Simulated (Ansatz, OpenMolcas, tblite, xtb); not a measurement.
## How methods differ on AlCl2F (SMILES [F][Al]([Cl])[Cl])

AlCl2F has 4 atoms, charge 0, and is taken as a singlet. SMILES: `[F][Al]([Cl])[Cl]`. The coordinates come from a PBE0-D4/def2-TZVP relaxation.

```xyz
4

F     0.0874    0.3882    1.6824
Al    0.0048    0.0215    0.0936
Cl    1.2230   -1.4637   -0.6634
Cl   -1.3153    1.0539   -1.1125
```

Each level gives the dipole moment (D). The values are calculated.

```json
{"level": "GFN1-xTB", "kind": "semi-empirical", "program": "tblite", "value (D)": "0.52"}
{"level": "GFN0-xTB", "kind": "semi-empirical", "program": "xtb", "value (D)": "0.61"}
{"level": "GFN2-xTB", "kind": "semi-empirical", "program": "xtb", "value (D)": "0.99"}
{"level": "HF/ANO-R0 (sfX2C)", "kind": "Hartree–Fock", "program": "OpenMolcas", "value (D)": "0.80"}
{"level": "HF/STO-3G", "kind": "Hartree–Fock", "program": "OpenMolcas", "value (D)": "1.71"}
{"level": "SVWN5/STO-3G", "kind": "LDA", "program": "Ansatz", "value (D)": "2.15"}
{"level": "SVWN5/def2-SVPD", "kind": "LDA", "program": "OpenMolcas", "value (D)": "0.53"}
{"level": "SVWN5/6-311++G(2d,2p)", "kind": "LDA", "program": "Ansatz", "value (D)": "0.58"}
{"level": "SVWN5/6-311++G(3df,3pd)", "kind": "LDA", "program": "Ansatz", "value (D)": "0.50"}
{"level": "PBE0/ANO-RCC-VDZ (DKH2)", "kind": "global hybrid", "program": "OpenMolcas", "value (D)": "0.54"}
```

The values span 0.50 to 2.15 D. Magnitudes only: a small dipole may point the other way at some levels. Sets without polarisation functions give poor dipoles.
